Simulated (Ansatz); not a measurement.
`C[O][GeH]([F])[O]C` and `C[NH][GeH]([F])[O]C` differ in one atom or group.

Ansatz, PBE0-D4/def2-TZVP geometries, multiplicity 1. Each molecule was computed in one conformer, which needn't be the lowest.

Scalar relativity is left out up to krypton.

```tsv
property	`C[O][GeH]([F])[O]C`
size of the dipole moment (PBE/def2-TZVPP) / D	1.19
LUMO energy (PBE/def2-TZVPP) / eV	-0.58
LUMO energy (B3LYP/def2-TZVPP) / eV	0.14
HOMO–LUMO gap (B3LYP/def2-TZVPP) / eV	8.22
HOMO–LUMO gap (ωB97M-V/def2-TZVPP) / eV	13.18
LUMO energy (ωB97M-V/def2-TZVPP) / eV	2.43
```

(1) Give the same properties after the change, and the shifts. (Estimate.)

Results:

(1) Ansatz gave: 
| property | `C[NH][GeH]([F])[O]C` | shift |
| --- | --- | --- |
| size of the dipole moment (PBE/def2-TZVPP) / D | 1.16 | -0.03 |
| LUMO energy (PBE/def2-TZVPP) / eV | -0.20 | 0.38 |
| LUMO energy (B3LYP/def2-TZVPP) / eV | 0.45 | 0.31 |
| HOMO–LUMO gap (B3LYP/def2-TZVPP) / eV | 7.42 | -0.80 |
| HOMO–LUMO gap (ωB97M-V/def2-TZVPP) / eV | 11.96 | -1.22 |
| LUMO energy (ωB97M-V/def2-TZVPP) / eV | 2.38 | -0.05 |

With PBE0 the HOMO rises by 1.12 eV and the LUMO rises by 0.29 eV, so the gap narrows by about 0.83 eV. PBE moves the HOMO by 0.93 eV and ωB97M-V by 1.17 eV. Dipoles are sizes alone; their direction can turn.

B3LYP here is the variant with VWN-RPA as its local correlation; programs differ in this.
